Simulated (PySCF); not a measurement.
## Dipole response of Cu (copper, neutral)

[Ar] 3d9 4s2, 2D determinant (an excited configuration). Calculation: PySCF 2.14, in aug-cc-pwCVTZ-PP with ECP10MDF (8s8p7d4f3g, 122 functions); scalar relativity through the core potential. Coupled (time-dependent) response in atomic units; α is the mean over directions.

```csv
method,mean α (bohr³),"α xx, yy, zz",C₆ (like pair),S(−4)
BLYP,40.43,"40.76, 40.76, 39.78",297.1,843.7
```

S(−4) is the Cauchy moment in α(ω) = α(0) + S(−4) ω² + …

α(iu) at BLYP:

| u (hartree) | α(iu) (bohr³) |
| --- | --- |
| 0 | 40.43 |
| 0.0500 | 38.44 |
| 0.100 | 33.61 |
| 0.200 | 22.95 |
| 0.300 | 15.61 |
| 0.500 | 8.464 |
| 0.750 | 5.029 |
| 1.00 | 3.502 |
| 1.50 | 2.128 |
| 2.00 | 1.486 |
| 3.00 | 0.8712 |
| 5.00 | 0.4204 |

A single London oscillator, α(iu) = α/(1 + u²/ω²), gives C₆ = (3/4) ω α². Matching the computed C₆ needs ω = 4 × 297.1 / (3 × 40.43²) = 0.242 hartree.

The components differ because the open shell of this determinant is not spherical; for a pure term their mean is the scalar polarisability.

Energies and moments cover only the electrons outside the core potential.
